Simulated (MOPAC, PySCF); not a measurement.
A series of substituents X on one scaffold: BH2-X. Gas-phase values, no solvent. One relaxed conformer stands for each flexible species; it need not be the lowest. Strings in code marks are SMILES.

Quantity: vertical ionisation energy (energy after one electron is removed minus that of the parent at the parent's geometry), in eV.

Level 1: M06-2X/def2-TZVP (PySCF)
Level 2: minus the HOMO energy of AM1 // M06-2X/def2-TZVP (MOPAC)
Level 3: minus the HOMO energy of HF/STO-3G // M06-2X/def2-TZVP (PySCF)
Level 4: minus the HOMO energy of PBE-D3(BJ)/def2-TZVP // M06-2X/def2-TZVP (PySCF)

| species | level 1 | level 2 | level 3 | level 4 |
|---|---|---|---|---|
| `BSC` | 10.12 | 9.86 | 7.87 | 6.69 |
| `BNC` | 10.35 | 10.34 | 9.39 | 6.60 |
| `B` | 13.21 | 11.87 | 12.61 | 8.49 |
